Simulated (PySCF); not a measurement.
**Shapes and spin states of MoO(OH)₂**

These are results of PySCF, B3LYP, basis Mo def2-SVP with ECP28, O def2-SVP, H def2-SVP (scalar-relativistic core potentials, no spin–orbit coupling, density fitting), not measurements.

Relaxations began from a few typed shapes and spin states; open shells are unrestricted. The search is not exhaustive: other isomers or separated fragments can lie lower, and high-lying points may rest on an excited occupation.

Question: Which is the lowest minimum found?
A. triplet C1: Mo–O 1.678 Å, Mo–O 1.904 Å, Mo–O 1.907 Å, O–H 0.966 Å (×2); H–O–Mo 127.3°, H–O–Mo 132.1°, O–Mo–O 112.3°, O–Mo–O 121.0°, O–Mo–O 126.4°
B. triplet Cs: Mo–O 1.674 Å, Mo–O 1.906 Å, Mo–O 1.915 Å, O–H 0.965 Å (×2); H–O–Mo 126.6°, H–O–Mo 135.9°, O–Mo–O 112.0°, O–Mo–O 120.0°, O–Mo–O 128.0°
C. triplet C2v: Mo–O 1.676 Å, Mo–O 1.909 Å (×2), O–H 0.965 Å (×2); H–O–Mo 130.3° (×2), O–Mo–O 108.9°, O–Mo–O 125.6° (×2)
D. singlet (closed shell, unstable to spin polarisation) Cs: Mo–O 1.667 Å, Mo–O 1.841 Å (×2), O–H 0.963 Å (×2); H–O–Mo 161.0° (×2), O–Mo–O 114.6° (×2), O–Mo–O 130.9°
E. singlet (closed shell, unstable to spin polarisation) Cs: Mo–O 1.668 Å, Mo–O 1.847 Å, Mo–O 1.856 Å, O–H 0.964 Å (×2); H–O–Mo 143.6°, H–O–Mo 148.2°, O–Mo–O 114.9°, O–Mo–O 117.9°, O–Mo–O 127.2°

Answer: A. The others lie at 1.0 (triplet C2v, a saddle point), 5.3 (singlet Cs), 5.9 (singlet Cs), 10.4 (triplet Cs, a saddle point) kJ/mol above it.

For the lowest minimum: with open d or f shells other occupations or spin states may lie lower.
